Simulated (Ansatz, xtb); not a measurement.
## Relaxing a trial structure of CH6FGeN

The starting geometry of this gas-phase singlet was built from a drawn formula by distance geometry and a force field; its bonds are those of `[CH2-][NH2+][GeH2][F]`.

```xyz
10

C     0.7654    2.6869    0.9498
F    -0.5677   -0.4765   -1.5074
Ge   -0.4028    0.4824   -0.0540
N     0.7324    1.9263   -0.2863
H     1.3395    3.6366    0.7679
H     1.2430    2.1198    1.7558
H     1.6761    1.4844   -0.4491
H     0.4065    2.4902   -1.0856
H    -1.8608    1.0113    0.2584
H     0.0073   -0.4001    1.1199
```

Problem. Predict what becomes of its bonds when it is optimised with r2SCAN-D4/def2-SVP.

Solution. It rearranges to `N[CH2][GeH2][F]`. Contacts that open: Ge3–N4 (1.85 → 2.74 Å). Contacts that close: C1–Ge3 (2.69 → 1.95 Å).

The energy falls by 3.08 eV over 20 steps:

```json
{"step": "1", "E − E(last) (eV)": "3.085"}
{"step": "3", "E − E(last) (eV)": "2.136"}
{"step": "5", "E − E(last) (eV)": "1.555"}
{"step": "7", "E − E(last) (eV)": "1.035"}
{"step": "9", "E − E(last) (eV)": "0.311"}
{"step": "12", "E − E(last) (eV)": "0.159"}
{"step": "14", "E − E(last) (eV)": "0.031"}
{"step": "16", "E − E(last) (eV)": "0.002"}
{"step": "18", "E − E(last) (eV)": "0.000"}
{"step": "20", "E − E(last) (eV)": "0.000"}
```

Final geometry (Å):

```yaml
atoms:
  - { symbol: C, position_ang: [0.6531, 2.1274, 0.5188] }
  - { symbol: F, position_ang: [-1.0525, 0.5517, -1.1971] }
  - { symbol: Ge, position_ang: [-0.6674, 0.6916, 0.5118] }
  - { symbol: N, position_ang: [1.6543, 1.7717, -0.4743] }
  - { symbol: H, position_ang: [0.1298, 3.0984, 0.3706] }
  - { symbol: H, position_ang: [1.1109, 2.1660, 1.5235] }
  - { symbol: H, position_ang: [2.3785, 2.4867, -0.5396] }
  - { symbol: H, position_ang: [1.2185, 1.7073, -1.3948] }
  - { symbol: H, position_ang: [-1.9893, 1.0299, 1.2214] }
  - { symbol: H, position_ang: [-0.0970, -0.6695, 0.9293] }
```

From the same start GFN2-xTB reaches the same bonding as this run.

The end wasn't checked by frequencies. Run with Ansatz 0.2.0, 45 s on 2 threads of Arm Neoverse V2 (shared host).
